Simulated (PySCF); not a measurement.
Working with the constants of BPb

UHF-CCSD(T) constants of BPb, ⁴Σ⁻ (quartet), unpaired electrons σ ↑, π ↑↑ (basis B cc-pVTZ, Pb cc-pVTZ-PP with ECP60; scalar-relativistic core potentials; PySCF 2.14; masses 11.0093 and 207.9766 u):

* ωe: 510.2 cm⁻¹
* ωexe: 2.97 cm⁻¹
* Be: 0.31469 cm⁻¹
* αe: 0.00243 cm⁻¹
* De to B + Pb: 2.31 eV

What force constant and bond length do these constants imply?

Reduced mass μred = 10.456 u; k = 5.8918×10⁻⁷·μred·ωe² (u, cm⁻¹, mdyn/Å) = 1.60 mdyn/Å; Re = √(16.8576/(μred·Be)) (u, cm⁻¹, Å) = 2.263 Å.

Estimate the centrifugal constant D from the Kratzer relation and find the Dunham coefficient a1.

D = 4Be³/ωe² = 4.79e-07 cm⁻¹; a1 = −1 − αeωe/(6Be²) = -3.09.

Correlated steps freeze 5 core orbitals. These are scalar-relativistic numbers at best; spin–orbit coupling would shift them, the dissociation energy most. The state is the lowest determinant that a PBE0 search found; another state may lie lower at other levels.
